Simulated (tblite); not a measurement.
Compound: C6H9NOSi2.
Cartesian coordinates in Å at the GFN2-xTB level; atoms count from 1:
```xyz
19
C6H9NOSi2 angstrom
C      4.6219    0.4908   -0.7404
C      3.7062   -0.1497   -0.2975
Si     2.2933   -1.1689    0.3267
C      0.7289   -0.8500   -0.6793
C     -0.2530   -0.2879    0.0460
C     -1.5468    0.0627   -0.4823
N     -2.4160    0.5602    0.2893
C     -3.7115    0.9213   -0.2099
Si     0.2139    0.0277    1.8561
O      1.7435   -0.5747    1.7556
H      5.4252    1.0576   -1.1168
H      2.6505   -2.5666    0.5447
H      0.6024   -1.0804   -1.7293
H     -1.7254   -0.1218   -1.5549
H     -3.6390    1.6649   -1.0095
H     -4.2866    1.3409    0.6145
H     -4.2443    0.0530   -0.6098
H     -0.5042   -0.8080    2.8084
H      0.3312    1.4380    2.1971
```

Computed with GFN2-xTB (tblite): harmonic, unscaled wavenumbers at the GFN2-xTB geometry, gas phase. This tight-binding method is rough: wavenumbers can miss measured ones by several per cent, in bad cases by 10 to 20. Modes of hydrogen on silicon can be 10 to 20 % off. One conformer, not necessarily the lowest. The optimisation stopped once no atom felt more than 0.01 eV/Å.

Lowest wavenumbers of the output (negative numbers stand for imaginary wavenumbers):
```
mode    cm-1
  1    -193.8
  2      41.4
  3      71.2
  4      83.2
  5      97.6
  6     145.2
  7     173.5
  8     220.5
  9     274.5
 10     289.0
 11     305.1
 12     355.5
 13     376.1
 14     387.8
 15     542.8
```

Q: Is this structure a minimum?

A: No. 1 mode is imaginary beyond 20i (194i cm⁻¹), so at this level the point lies at or near a first-order saddle.

Q: Which atoms move in the imaginary mode?

A: 194i: H15 (methyl hydrogen) 30 %, H17 (methyl hydrogen) 30 %, H16 (methyl hydrogen) 25 %. These are shares of the mass-weighted motion.

Q: What is the remedy?

A: Step along that mode in both directions, optimise again with tighter thresholds and repeat the frequencies. The zero-point energy of this point (79.8 kcal/mol) counts the 50 real modes alone, and thermal corrections from it aren't those of a minimum.
